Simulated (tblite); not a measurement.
C3H8B3N3.
Numbering: `[CH:1]#[C:2][CH2:3][B:4]1[NH:5][BH:6][NH:7][BH:8][NH:9]1` (hydrogens: H10 on C1; H11, H12 on C3; H13 on N5; H14 on B6; H15 on N7; H16 on B8; H17 on N9)

Computed with GFN2-xTB (tblite), gas phase: L-BFGS steps from a force-field or distance-geometry start until the largest atomic force falls under 0.01 eV/Å.

Geometry at step 48:
```
atom  x, y, z in Å
C1      3.6258    0.5116   -0.9060
C2      2.6986   -0.0466   -0.3913
C3      1.6675   -0.7864    0.3108
B4      0.1605   -0.2455    0.1756
N5     -0.6184   -0.0429    1.3430
B6     -1.9964    0.2848    1.3157
N7     -2.5900    0.4411    0.0369
B8     -1.8585    0.3281   -1.1739
N9     -0.4803    0.0073   -1.0646
H10     4.4163    1.0342   -1.3613
H11     1.9812   -0.8373    1.3588
H12     1.6995   -1.8138   -0.0605
H13    -0.1829   -0.1716    2.2446
H14    -2.6096    0.3792    2.3178
H15    -3.5831    0.6121   -0.0073
H16    -2.3781    0.4397   -2.2253
H17     0.0411   -0.0820   -1.9229
```

Question: Give the atomic forces at this geometry.

Answer: 
```tsv
atom	Fx (eV/Å)	Fy (eV/Å)	Fz (eV/Å)
C1	-0.074	0.047	-0.002
C2	0.042	0.009	0.002
C3	0.127	0.004	-0.046
B4	0.085	0.215	-0.005
N5	-0.029	-0.050	0.073
B6	-0.046	-0.046	0.008
N7	0.013	-0.045	0.047
B8	-0.051	-0.086	0.052
N9	-0.051	-0.062	-0.012
H10	-0.103	-0.047	0.001
H11	-0.089	0.046	0.035
H12	-0.025	-0.105	-0.085
H13	0.005	-0.018	-0.031
H14	-0.002	0.044	-0.124
H15	0.036	0.072	-0.038
H16	0.044	0.059	0.091
H17	0.118	-0.039	0.033
```

The largest, 0.23 eV/Å, acts on B4; the rms over all components is 0.065 eV/Å. The forces sum to zero within rounding, as they must for an isolated molecule in no field.

Question: Give the force on B4 in Eh/bohr and in nN.

Answer: 0.231 eV/Å ÷ 51.422 = 0.00450 Eh/bohr, and 0.231 eV/Å × 1.602 = 0.37 nN.

Question: How far is this geometry from the end of the optimisation?

Answer: 0.049 eV above it, and 0.211 Å rms away after alignment. The bonds farthest from their final lengths, with half the difference of the two atoms' forces along the bond (positive lengthens):

```json
{"bond": "B6–H14", "now (Å)": "1.179", "final (Å)": "1.174", "force along bond (eV/Å)": "-0.06"}
{"bond": "B8–H16", "now (Å)": "1.178", "final (Å)": "1.174", "force along bond (eV/Å)": "-0.03"}
{"bond": "B8–N9", "now (Å)": "1.419", "final (Å)": "1.416", "force along bond (eV/Å)": "-0.01"}
{"bond": "C2–C3", "now (Å)": "1.450", "final (Å)": "1.448", "force along bond (eV/Å)": "-0.04"}
{"bond": "C1–H10", "now (Å)": "1.051", "final (Å)": "1.049", "force along bond (eV/Å)": "-0.03"}
{"bond": "B6–N7", "now (Å)": "1.418", "final (Å)": "1.416", "force along bond (eV/Å)": "-0.03"}
```

The angle farthest from its final value is C2–C3–B4, 117.0° against 111.6°.

The cost below is that of the whole relaxation. Hardware: one thread of an Arm Neoverse V1, on a shared host. Cost: 0.62 s of wall time.
